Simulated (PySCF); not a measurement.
## Kr⁺ (krypton, charge +1): UHF calculation

Configuration: [Ar] 3d10 4s2 4p4 5s1, high-spin 4P determinant (an excited configuration). Calculation: PySCF 2.14, in aug-cc-pwCVTZ-PP with ECP10MDF (8s7p6d4f1g, 96 functions); a scalar-relativistic core potential.

* Total energy: -461.226917 hartree
* One-electron energy: -792.0284 hartree
* Hartree (Coulomb) energy: 362.2875 hartree
* Exchange energy: -31.4860 hartree
* ⟨S²⟩: 3.7579
* ⟨L²⟩: 2.082
* Sum of ⟨r⟩: 24.10 bohr
* Sum of ⟨r²⟩: 45.52 bohr²
* Traceless quadrupole moment −½Σ⟨3z² − r²⟩ along its main axis: -0.290 e·bohr²

```json
{"shell": "3s α", "electrons": "1", "mean orbital energy (eV)": "-312.79", "spread (eV)": "0", "rms radius, mean of both spins (bohr)": "0.567"}
{"shell": "3s β", "electrons": "1", "mean orbital energy (eV)": "-311.97", "spread (eV)": "0", "rms radius, mean of both spins (bohr)": "0.567"}
{"shell": "3p α", "electrons": "3", "mean orbital energy (eV)": "-249.54", "spread (eV)": "0.855", "rms radius, mean of both spins (bohr)": "0.583"}
{"shell": "3p β", "electrons": "3", "mean orbital energy (eV)": "-248.68", "spread (eV)": "0.115", "rms radius, mean of both spins (bohr)": "0.583"}
{"shell": "3d α", "electrons": "5", "mean orbital energy (eV)": "-120.65", "spread (eV)": "0.788", "rms radius, mean of both spins (bohr)": "0.604"}
{"shell": "3d β", "electrons": "5", "mean orbital energy (eV)": "-120.10", "spread (eV)": "0.315", "rms radius, mean of both spins (bohr)": "0.604"}
{"shell": "4s α", "electrons": "1", "mean orbital energy (eV)": "-50.799", "spread (eV)": "0", "rms radius, mean of both spins (bohr)": "1.62"}
{"shell": "4s β", "electrons": "1", "mean orbital energy (eV)": "-43.697", "spread (eV)": "0", "rms radius, mean of both spins (bohr)": "1.62"}
{"shell": "4p α", "electrons": "3", "mean orbital energy (eV)": "-31.079", "spread (eV)": "2.107", "rms radius, mean of both spins (bohr)": "1.89"}
{"shell": "4p β", "electrons": "1", "mean orbital energy (eV)": "-28.258", "spread (eV)": "0", "rms radius, mean of both spins (bohr)": "1.89"}
{"shell": "5s α", "electrons": "1", "mean orbital energy (eV)": "-9.890", "spread (eV)": "0", "rms radius, mean of both spins (bohr)": "4.44"}
```

Energies and moments cover only the electrons outside the core potential. The outer electron is Rydberg-like, and this basis confines it to a smaller radius and binds it less than a complete one would.
